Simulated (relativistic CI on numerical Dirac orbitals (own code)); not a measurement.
What each ingredient does to the levels of In12+

Base calculation: Dirac-Coulomb-Breit CI, orbitals from a KLI potential per configuration, model QED (radiative potential, 1s self-energy scaled to tabulated hydrogen-like ionisation energies), unscaled Slater integrals.

CI space (outside the closed core [Ar] 3d10): 4s2 4p6 4d, 4s2 4p5 4d2, 4s2 4p6 4f, 4s2 4p6 5s, 4s 4p6 4d2, 4s2 4p5 4d 4f, 4s2 4p6 5p, 4s 4p6 4d 4f, 4s2 4p6 5d, 4s2 4p5 4d 5s, 4s2 4p6 6s, 4s2 4p6 5f, 4s2 4p6 6p, 4p6 4d3, 4p5 4d4, 4p5 4d3 4f. Double excitations out of closed p, d and f shells are left out; levels of such configurations are missing from the list, as are those of other unlisted configurations, and high levels can miss mixing partners. These lack a partner that the ground configuration has and come out too high: 4s2 4p5 4d 5s.

Variants: (1) one mean potential for all configurations; (2) non-relativistic limit. Shifts of the energy above 4s2 4p6 4d 2D_3/2, in cm⁻¹, for the lowest level and the first level of each name with at least 55 % of one term (blank where a level changes its place among those of its configuration and J or its character, or is not in the variant):

```csv
Level,Base,Δ(1),Δ(2)
4s2 4p6 4d 2D_3/2,0,0,0
4s2 4p6 4d 2D_5/2,11117,-13,-11117
4s2 4p5 4d2 4D°_1/2,494582,-197,-17345
4s2 4p5 4d2 4D°_3/2,497394,-198,-20158
4s2 4p5 4d2 4D°_5/2,502855,-197,-25619
4s2 4p5 4d2 4D°_7/2,510968,-198,-33731
4s2 4p5 4d2 4G°_9/2,519860,-207,-23248
4s2 4p5 4d2 4G°_11/2,521326,-202,-24714
4s2 4p5 4d2 4P°_5/2,526455,-220,-26423
4s2 4p5 4d2 4P°_1/2,541034,-221,-41002
4s2 4p5 4d2 2D°_5/2,543326,-227,
4s2 4p5 4d2 4F°_9/2,546856,-221,-34066
4s2 4p5 4d2 2H°_11/2,552661,-238,-19102
4s2 4p5 4d2 2P°_1/2,561211,-237,-31609
```

At this charge energies of transitions that change n are usually good to better than 1 %, and those within a shell (Δn = 0) to a few per cent.

Ionisation energy from the two ground configurations alone: base 249.154 eV. The NIST ASD value (theoretical) is 249 eV.

LS names give the leading component of a level, which can be under half, so a name can repeat, a term be missing and a line seem to break the LS rules.
